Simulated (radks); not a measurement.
Values are calculated unless marked as measured or tabulated.
Species: Ar V. Configuration: [Ne] 3s2 3p2.

Code: a radial shooting solver on a logarithmic mesh with Libxc functionals. Model: non-relativistic Kohn-Sham, LDA (Slater exchange, Perdew-Wang correlation), spin-unpolarised, spherical densities, point nucleus.

Energy parts (eV):
total: -14166.255
kinetic: 14143.433
electron-nucleus: -32834.240
Hartree: 5266.565
exchange-correlation: -742.013

Orbitals (lengths in bohr, moments of r in powers of bohr; <r^-3> diverges for s and p1/2; r(max) is where P^2 peaks):
[
 {"orbital": "1s", "occ.": "2", "eigenvalue (eV)": "-3167.488", "<r^2>": "0.01003", "r(max)": "0.05668", "<r^-3>": "-"},
 {"orbital": "2s", "occ.": "2", "eigenvalue (eV)": "-361.5427", "<r^2>": "0.2057", "r(max)": "0.3410", "<r^-3>": "-"},
 {"orbital": "2p", "occ.": "6", "eigenvalue (eV)": "-297.9563", "<r^2>": "0.1756", "r(max)": "0.2806", "<r^-3>": "125.6"},
 {"orbital": "3s", "occ.": "2", "eigenvalue (eV)": "-81.2194", "<r^2>": "1.810", "r(max)": "1.117", "<r^-3>": "-"},
 {"orbital": "3p", "occ.": "2", "eigenvalue (eV)": "-65.5916", "<r^2>": "2.061", "r(max)": "1.165", "<r^-3>": "15.75"}
]

The highest occupied level is 3p at -65.592 eV. Virial ratio -V/T = 2.00161. The electron density at the nucleus is 3831 e/bohr^3. For comparison, the ionisation energy in NIST's Atomic Spectra Database is 74.8 eV (semi-empirical). In exact Kohn-Sham theory the highest level is minus the ionisation energy, but local and semilocal functionals leave it too shallow, through self-interaction and a potential that decays too fast; potentials with the right tail come closer.

Beside tabulated values, note that spin-unpolarised runs miss the spin-polarisation part of the exchange energy of open shells.
